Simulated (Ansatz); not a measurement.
Relaxation of TaS3⁻ with RKS PBE-D4/def2-SVPD.

```sh
$ ansatz run in.yaml --threads 4 --pin off --events-out ev --progress --plain --max-ram 3916MiB
```

```yaml
crystal:
  periodic: [false, false, false]
  atoms:
    - {symbol: Ta, position_ang: [0.647640, 0.015240, 0.076780]}
    - {symbol: S, position_ang: [-0.241680, 2.036140, -0.214550]}
    - {symbol: S, position_ang: [-0.414830, -0.866120, 1.824770]}
    - {symbol: S, position_ang: [0.008880, -1.185270, -1.687000]}
basis:
  gaussian: {orbitals: def2-SVPD}
total_charge: -1
hamiltonian: {xc: pbe, dispersion: d4}
scf: {lower_state_search: "off"}
output: {orbitals: {seedname: orbitals}}
relax: {f_tol: 0.02, max_steps: 100}
```

Run time 3.8 s (4 threads of Arm Neoverse V1 on a shared host).

Positions (Å) and forces (eV/Å) at steps 1, 2, 3, 4 of 4:

```xyz
4
step=1 energy=-34041.2089 eV
Ta    0.648    0.015    0.077   -0.515   -0.014   -0.058
S    -0.242    2.036   -0.215    0.168    0.258   -0.003
S    -0.415   -0.866    1.825    0.148   -0.101    0.246
S     0.009   -1.185   -1.687    0.199   -0.143   -0.185
4
step=2 energy=-34041.2745 eV
Ta    0.526    0.012    0.062   -0.144   -0.004   -0.017
S    -0.202    2.117   -0.217    0.050   -0.131    0.018
S    -0.382   -0.899    1.901    0.061    0.057   -0.114
S     0.058   -1.231   -1.747    0.034    0.078    0.113
4
step=3 energy=-34041.2756 eV
Ta    0.522    0.012    0.062    0.062    0.002    0.007
S    -0.201    2.110   -0.216   -0.021    0.046   -0.007
S    -0.380   -0.896    1.896   -0.025   -0.020    0.040
S     0.059   -1.227   -1.741   -0.015   -0.028   -0.040
4
step=4 energy=-34041.2758 eV
Ta    0.524    0.012    0.062    0.001    0.000    0.000
S    -0.201    2.111   -0.216    0.000   -0.001    0.000
S    -0.381   -0.896    1.897    0.000    0.000   -0.001
S     0.058   -1.227   -1.742    0.000    0.000    0.000
```

In the def2 sets Ta takes a core potential; there is no spin–orbit coupling. The structure comes from a short search, and lower isomers may exist.
